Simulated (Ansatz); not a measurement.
`C=CC([SiH3])S` at its PBE0-D4/def2-TZVP geometry, where that method's forces vanish. Charge 0, multiplicity 1.

```xyz
13

C     1.5851    1.0054   -0.9154
C     0.3421    0.8306   -0.4833
C    -0.2763   -0.4949   -0.2144
Si   -0.6214   -0.6778    1.6423
S    -1.8539   -0.7035   -1.0896
H     2.2393    0.1634   -1.1186
H     1.9906    1.9967   -1.0772
H    -0.2960    1.6923   -0.2994
H     0.4070   -1.2998   -0.5011
H     0.6815   -0.7657    2.3489
H    -1.3718    0.5114    2.1185
H    -1.4173   -1.9062    1.8981
H    -1.4089   -0.3518   -2.3089
```

(1) What forces (eV/Å) does PBE-D4/def2-TZVPP give on these atoms in the Gaussian-basis code of Ansatz? (Estimate.)

## Answers

(1) Ansatz gave: 
```
C1   0.372  0.065 -0.137
C2  -0.343 -0.080  0.147
C3   0.074  0.049  0.028
Si4 -0.019 -0.002  0.041
S5  -0.399 -0.123  0.099
H6   0.148 -0.172 -0.045
H7   0.098  0.203 -0.040
H8  -0.151  0.176  0.045
H9   0.154 -0.173 -0.047
H10  0.132 -0.010  0.072
H11 -0.076  0.118  0.051
H12 -0.083 -0.127  0.033
H13  0.093  0.075 -0.247
```
